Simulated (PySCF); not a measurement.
# What settings do to a single point of [BiH3]2+

The sound run of [BiH3]2+ (singlet) uses PySCF 2.14.0, RKS r2SCAN, Bi def2-SVP with ECP60, H def2-SVP; non-relativistic Hamiltonian with scalar-relativistic core potentials where named; density fitting; no spin-orbit coupling, grid (50, 194), threshold 1e-8 Eh and 55 cycles, at the relaxed geometry:

```xyz
4

Bi    0.0000    0.0000    0.0000
H     1.7756    0.0000    0.0000
H    -0.8878    1.5377    0.0000
H    -0.8878   -1.5377    0.0000
```

There Bi1 has a Mulliken charge of 1.23 e and the dipole about the centre of mass is 0.00 D. Each run below changes one thing and starts from free metal ions and neutral atoms unless it says otherwise; with 55 cycles, smearing, a level shift and second-order steps follow where DIIS fails, and their cycles count. Energy shifts count from the sound run.

```json
{"change": "spin (2S) set to 12, limit 88 cycles", "outcome": "converged", "cycles": "14", "energy shift (eV)": "145.72", "largest force component (eV/Å)": "10.09", "charge on Bi1 (e)": "1.40", "dipole about the centre of mass (D)": "0.03"}
{"change": "threshold 1e-05", "outcome": "converged", "cycles": "5", "energy shift (eV)": "0.0000", "largest force component (eV/Å)": "0.00", "charge on Bi1 (e)": "1.23", "dipole about the centre of mass (D)": "0.00"}
```

Q: One further run converged with energy shift (eV) 0.0415, largest force component (eV/Å) 0.00, charge on Bi1 (e) 1.23, dipole about the centre of mass (D) 0.00. Which change was it?
A. grid (99, 590)
B. all coordinates × 1.12
C. start from the bare core Hamiltonian, limit 91 cycles

A: A.

Q: And the other changes listed?

A: 
| change | outcome | cycles | energy shift (eV) | largest force component (eV/Å) | charge on Bi1 (e) | dipole about the centre of mass (D) |
| --- | --- | --- | --- | --- | --- | --- |
| all coordinates × 1.12 | converged | 6 | 0.57 | 1.51 | 1.13 | 0.00 |
| start from the bare core Hamiltonian, limit 91 cycles | converged | 7 | 0.0000 | 0.00 | 1.23 | 0.00 |

Unsound on purpose, so not properties of the compound: spin (2S) set to 12, limit 88 cycles.

Forces carry noise of the integration grid, about 0.01 to 0.03 eV/Å.

No frequency check is given that shows the relaxed geometry to be a minimum.
